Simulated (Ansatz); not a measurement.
CaF2, singlet, at a GFN2-xTB geometry (such geometries of metal compounds can be far from the true shape); B3LYP/def2-SVP (Ansatz, an electronic-structure program).

Here is a job for Ansatz.
Ansatz 0.2 input:
```yaml
crystal:
  periodic: [false, false, false]
  atoms:
    - {symbol: Ca, position_ang: [0.48463727, -0.07969732, -0.18176975]}
    - {symbol: F, position_ang: [-0.72534756, 1.23563849, -0.79918929]}
    - {symbol: F, position_ang: [-0.35162414, -1.05853334, 1.20312207]}
basis:
  gaussian:
    orbitals: def2-SVP
hamiltonian:
  xc: b3lyp
```

Output, abridged:

```
Functional definition: B3LYP
536 factors; integrals over basis functions are off by at most 4.6e-4 eV
mean field evaluation 1: about -23862.8568 eV, gradient 6.2e1 eV
mean field evaluation 2: about -23759.0645 eV, gradient 2.3e2 eV
mean field evaluation 4: about -23869.2718 eV, gradient 2.1e0 eV
mean field evaluation 8: about -23869.4497 eV, gradient 1.0e-1 eV
mean field evaluation 16: about -23869.4498 eV, gradient 6.4e-6 eV
mean field -23869.44977163 eV, -877.1860998131 hartree, gradient 6.0e-6 eV, S^2 0.000000; 0 other end points of the search recorded, 0 dependent functions left out
reference -23869.45004045 eV, -877.1861096921 hartree; 19, 19 occupied and 33, 33 virtual orbitals, 536 factors
Total energy: -23869.45004045 eV, -877.1861096921 hartree
```
